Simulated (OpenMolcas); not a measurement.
**Ne3+: Slater's ratio, worked from levels**

```json
{"Program": "OpenMolcas", "Basis": "ANO-R1 [3s2p1d]", "Scalar Hamiltonian": "X2C, finite nucleus", "Active space": "5 electrons in 4 orbitals (2s 2p)", "State averaging": "2S+1 = 4 odd, 1 root; 2S+1 = 2 odd, 8 roots; 2S+1 = 4 even, 3 roots; 2S+1 = 2 even, 6 roots", "Spin-orbit coupling": "RASSI with atomic mean-field integrals over the reference wave functions, term energies averaged over their components"}
```

Methods: CASSCF; SS-CASPT2, IPEA 0.25 Eh, imaginary shift 0.1 Eh (closed shells correlated: 1s).

**Slater's ratio.** With one set of orbitals, p3 has ²D° - ⁴S° = 9 F2 and ²P° - ²D° = 6 F2 (F2 = F²/25), a ratio of 2/3. Term energies are centres of gravity, weighted by 2J + 1.

| Source | ²D° - ⁴S° | ²P° - ⁴S° | F2 from the first | Ratio |
| --- | --- | --- | --- | --- |
| CASSCF | 45298 | 63895 | 5033 | 0.411 |
| SS-CASPT2 | 43701 | 65612 | 4856 | 0.501 |

Energies in cm-1. A ratio away from 2/3 shows effects beyond one configuration with one set of orbitals, and in heavier atoms second-order spin-orbit shifts. In CASSCF the valence s occupation is 1.95 in ²P° against 2.00 in ²D°: mixing out of s² acts most on ²P° and pulls it down.

CASPT2 does not keep the components of a term degenerate, so their means are used; among the terms shown or strongly mixed into the levels shown the widest spread is 120 cm-1 (2s² 2p³ ²D°, SS-CASPT2). The basis is small and was not contracted for so high a charge. Levels of configurations outside the active space are missing.

° marks odd parity.
